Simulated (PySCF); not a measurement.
**TDDFT excited states: C6H7OP**

Species: C6H7OP.
Numbering: `[CH:1]#[C:2][CH2:3][P:4]=[C:5]=[CH:6][O:7][CH3:8]` (hydrogens: H9 on C1; H10, H11 on C3; H12 on C6; H13, H14, H15 on C8)

Theory: TDDFT CAM-B3LYP/def2-SVPD, vertical, gas phase, core orbitals frozen in the response (PySCF). Geometry: GFN2-xTB, one conformer, isolated molecule. Torsions of this conformer, `[CH:1]#[C:2][CH2:3][P:4]=[C:5]=[CH:6][O:7][CH3:8]`: C2–C3–P4–C5 89°, C5–C6–O7–C8 -174°.

Task: List the vertical singlet excitations with oscillator strengths and describe the spectrum.

Result: 

```csv
state,E (eV),E (hartree),f,|μ| (D),"main configurations (H = HOMO, L = LUMO)"
S1,3.55,0.1303,0.0010,0.27,H→L (95%)
S2,5.22,0.1918,0.022,1.05,"H-1→L (66%), H→L+1 (23%)"
S3,5.37,0.1973,0.0040,0.44,"H-1→L+1 (62%), H-2→L (11%)"
S4,5.44,0.2000,0.032,1.24,"H-3→L (29%), H-2→L (23%), H-1→L+1 (22%)"
S5,5.81,0.2136,0.278,3.55,"H-2→L (34%), H→L+1 (25%), H-3→L (16%)"
S6,6.01,0.2208,0.785,5.87,"H→L+1 (36%), H-3→L (29%), H-1→L (12%)"
S7,6.36,0.2338,0.014,0.75,"H→L+2 (64%), H→L+3 (12%)"
S8,6.44,0.2368,0.012,0.70,"H-4→L (52%), H→L+6 (9%)"
```

Triplets (Tamm–Dancoff): T1 2.89 eV, H-1→L (80%), H-3→L (8%); T2 3.06 eV, H→L (87%), H-1→L (8%); T3 3.83 eV, H→L+1 (78%).

The lowest singlet lies at 3.55 eV (350 nm, ultraviolet) and is very weak; its leading configuration is HOMO→LUMO (95%). The strongest level in the table is S6 at 6.01 eV (206 nm, f = 0.785). Löwdin shares by element: HOMO carbon 36% or more, phosphorus 20%, oxygen 17% (atoms not listed hold the other 27%); LUMO carbon 44% or more, phosphorus 41% (atoms not listed hold the other 15%). Weighted by f, the mean energy of these states is 5.94 eV. The oscillator strengths of these states sum to 1.147; summed over the whole spectrum of an exact calculation they would give the number of electrons, 66 (Thomas–Reiche–Kuhn). Orbital energies (eV): HOMO-3 -9.31, HOMO-2 -9.15, HOMO-1 -8.61, HOMO -7.76, LUMO -0.54, LUMO+1 0.63, LUMO+2 1.28. No computed singlet lies in the visible range (380 to 750 nm); the lowest, at 350 nm, stands 0.28 eV above its violet end (3.26 eV); a Tamm–Dancoff triplet lies at 429 nm, without intensity as long as spin–orbit coupling is left out. Singlets were solved by full linear response, triplets in the Tamm–Dancoff approximation.
